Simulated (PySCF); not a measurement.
Positional isomers: silole silyl. Gas-phase values, no solvent. Strings in code marks are SMILES.

These are PySCF with B3LYP-D3(BJ)/def2-TZVP values and carry that method's errors. All candidates: neutral, multiplicity 1. B3LYP has the VWN-RPA correlation part, as in Gaussian. Delta-SCF ions had no search for a lower state. 

* **LUMO**: -1.76 eV
* **dipole moment**: 0.71 D
* **vertical ionisation energy (Delta-SCF)**: 8.65 eV

Say which member has these values.
A) `[SiH3][SiH]1C=CC=C1`
B) `[SiH3]C1=C[SiH2]C=C1`
C) `[SiH3]C1=CC=C[SiH2]1`

A, `[SiH3][SiH]1C=CC=C1`. The others give `[SiH3]C1=C[SiH2]C=C1`: -1.94 eV, 0.29 D, 8.76 eV; `[SiH3]C1=CC=C[SiH2]1`: -2.02 eV, 1.29 D, 8.74 eV
